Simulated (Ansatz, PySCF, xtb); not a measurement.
Barrier from R1 to the saddle point P1, each structure at its B3LYP-D3(BJ)/def2-TZVP stationary point, reached from a drawn start; harmonic modes at that level show the others as minima.
R1, BiH3 (SMILES [BiH3]) (charge 0, multiplicity 1):
```xyz
4

Bi     0.00002     0.00000     0.77108
H      1.47332     0.00000    -0.25705
H     -0.73662     1.27591    -0.25707
H     -0.73662    -1.27591    -0.25707
```
P1, BiH3, a first-order saddle point (one imaginary mode, 1600i cm⁻¹) (charge 0, multiplicity 1, Z-matrix in Å and degrees):
```
Bi
H 1 1.7087
H 1 1.7087 2 120.00
H 1 1.7087 2 120.00 3 180.00
```

```json
[
 {"level": "GFN2-xTB", "barrier height (kcal/mol)": "103.23"},
 {"level": "PBE-D3(BJ)/def2-TZVPP", "barrier height (kcal/mol)": "59.96"},
 {"level": "r2SCAN/def2-TZVPP", "barrier height (kcal/mol)": "60.34"},
 {"level": "PBE0-D4/def2-TZVPP", "barrier height (kcal/mol)": "59.22"},
 {"level": "BHLYP-D3(BJ)/def2-TZVPP", "barrier height (kcal/mol)": "60.75"},
 {"level": "CAM-B3LYP-D4/def2-TZVPP", "barrier height (kcal/mol)": "59.60"},
 {"level": "B2PLYP-D4/def2-TZVPP", "barrier height (kcal/mol)": "60.46"},
 {"level": "MP2/def2-TZVPP", "barrier height (kcal/mol)": "59.39"},
 {"level": "MP2/CBS(def2-TZVPP, def2-QZVPP)", "barrier height (kcal/mol)": "57.77"},
 {"level": "SCS-MP2/def2-SVP", "barrier height (kcal/mol)": "62.91"},
 {"level": "SCS-MP2/def2-QZVPP", "barrier height (kcal/mol)": "60.01"},
 {"level": "CCSD/def2-QZVPP", "barrier height (kcal/mol)": "59.78"},
 {"level": "CCSD(T)/def2-SVP", "barrier height (kcal/mol)": "62.78"},
 {"level": "CCSD(T)/CBS(def2-TZVPP, def2-QZVPP)", "barrier height (kcal/mol)": "58.45"}
]
```

P less R. No zero-point or thermal terms; no spin–orbit coupling. No path was followed down from the saddle.

Correlated levels freeze the cores. In cc and def2 sets filled d and f shells under p-block atoms count as core. CBS: X⁻³ extrapolation of the correlation energy, Hartree–Fock from the larger set.

Run with Ansatz (Gaussian basis) for Hartree–Fock, density functionals and correlated methods; PySCF for the D3/D4 terms; xtb for the GFN methods. Each number belongs to the level named beside it. Elements past Kr take the def2 small-core potentials, without spin–orbit coupling.

Ansatz is a program for electronic structure.
